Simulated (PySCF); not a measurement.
This PySCF input asks for the NMR shieldings of SMILES C[C@@H]1C=C(S[SiH3])C1, C5H10SSi; the geometry comes from GFN2-xTB.

```python
import basis_set_exchange as bse
import numpy as np
from pyscf import gto, dft
from pyscf.prop import nmr

atoms = """
C    -2.339154    0.976606   -0.127320
C    -1.446105   -0.057671    0.537328
C     0.021508    0.292416    0.619411
C     0.390411   -0.723221   -0.163399
S     1.891733   -1.349177   -0.796093
Si    3.304742    0.088479   -0.048541
C    -1.006026   -1.244081   -0.366322
H    -3.322674    0.556194   -0.325836
H    -2.457500    1.845224    0.516977
H    -1.901434    1.302407   -1.068278
H    -1.880691   -0.377423    1.487743
H     0.544405    1.082822    1.124895
H     4.557438   -0.407834   -0.590069
H     3.260194    0.061590    1.407579
H     2.937075    1.400005   -0.567056
H    -1.190597   -2.237335    0.038220
H    -1.370325   -1.196969   -1.390225
"""
names = dict.fromkeys(["C", "S", "Si", "H"], "pcSseg-1")
basis = {el: gto.basis.parse(bse.get_basis(n, elements=[el], fmt="nwchem")) for el, n in names.items()}
mol = gto.M(atom=atoms, basis=basis, charge=0, verbose=0)
mf = dft.RKS(mol, xc="PBE0")
mf.grids.level = 2
mf.grids.alignment = dft.numint.BLKSIZE   # the property module wants whole blocks of grid points
mf.conv_tol = 1e-9
mf.kernel()

calc = nmr.RKS(mf)   # GIAO
C = mf.mo_coeff
Co = C[:, mf.mo_occ > 0]
resp = mf.gen_response(singlet=True, hermi=2)
def vind(x):   # induced exchange potential for any number of trial vectors
    d = np.einsum("pi,xij,qj->xpq", C, 2 * x.reshape(-1, C.shape[1], Co.shape[1]), Co, optimize=True)
    return np.einsum("xpq,pi,qj->xij", resp(d - d.transpose(0, 2, 1)), C, Co, optimize=True).ravel()
mo1, _ = nmr.rhf.solve_mo1(calc, with_cphf=vind)
sigma = calc.kernel(mo1)
for i, s in enumerate(sigma):   # ppm
    w = np.linalg.eigvalsh((s + s.T) / 2)
    print("%2d %-2s iso %8.1f  s11 %8.1f  s22 %8.1f  s33 %8.1f" % (i, mol.atom_pure_symbol(i), w.mean(), *w))
```

Task: What does it print?

Result: 
```
 0 C  iso    164.6  s11    149.4  s22    159.6  s33    184.8
 1 C  iso    148.6  s11    137.1  s22    148.7  s33    160.0
 2 C  iso     46.4  s11    -49.8  s22     46.4  s33    142.6
 3 C  iso     39.4  s11    -67.3  s22     43.5  s33    142.1
 4 S  iso    610.7  s11    380.9  s22    583.8  s33    867.3
 5 Si iso    411.9  s11    367.7  s22    411.8  s33    456.0
 6 C  iso    142.7  s11    127.7  s22    140.9  s33    159.5
 7 H  iso     30.4  s11     26.2  s22     27.8  s33     37.1
 8 H  iso     30.4  s11     26.3  s22     27.9  s33     36.9
 9 H  iso     30.9  s11     27.4  s22     30.1  s33     35.3
10 H  iso     28.9  s11     24.5  s22     28.2  s33     33.8
11 H  iso     25.6  s11     23.6  s22     25.2  s33     28.2
12 H  iso     27.3  s11     23.8  s22     24.9  s33     33.2
13 H  iso     27.0  s11     23.4  s22     25.2  s33     32.6
14 H  iso     27.1  s11     23.4  s22     25.5  s33     32.4
15 H  iso     28.8  s11     25.8  s22     27.4  s33     33.3
16 H  iso     29.6  s11     26.4  s22     28.9  s33     33.6
```

These numbers come from an equivalent density-fitted implementation of the same equations, which agrees with the script to about 0.01 ppm for H and up to a few tenths of a ppm for heavy atoms, so last digits may differ.

Task: Turn these shieldings into chemical shifts. Scale: ¹³C (σref 186.93) and ²⁹Si (σref 349.16) and ¹H (σref 31.72) vs TMS; ³³S (σref 503.73) against CS2 (reference shieldings calculated alike).

Result: Averaging equivalent atoms: C 3: 147.5; C 2: 140.6; C 6: 44.2; C 1: 38.3; C 0: 22.3; S 4: -107; Si 5: -62.7; H 11: 6.07; H 12/13/14: 4.58; H 15: 2.88; H 10: 2.86; H 16: 2.10; H 7/8/9: 1.17 ppm. 

Size and cost of the density-fitted run: 183 basis functions, 90 s wall time (71 s CPU) on 1 thread of an Intel Xeon, shared host; peak memory 0.83 GiB.
